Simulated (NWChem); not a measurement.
Molecule: AgNH3Cl; SMILES [NH3]->[Ag][Cl]

Computed with NWChem. Geometry: optimised at PBE0/def2-SVP. def2 effective core potentials on Ag; no spin-orbit coupling.

For level PW6B95/def2-SVP:

highest occupied level (eV): -6.56
orbital gap (eV): 5.63
dipole (D): 9.31

**Question.** Estimate the same quantities for level LDA (Slater exchange, PW92)/def2-SVP.

**Answer.** The highest occupied level (eV) is -5.39 and the orbital gap (eV) is 3.62. The dipole (D) comes out as 8.89.
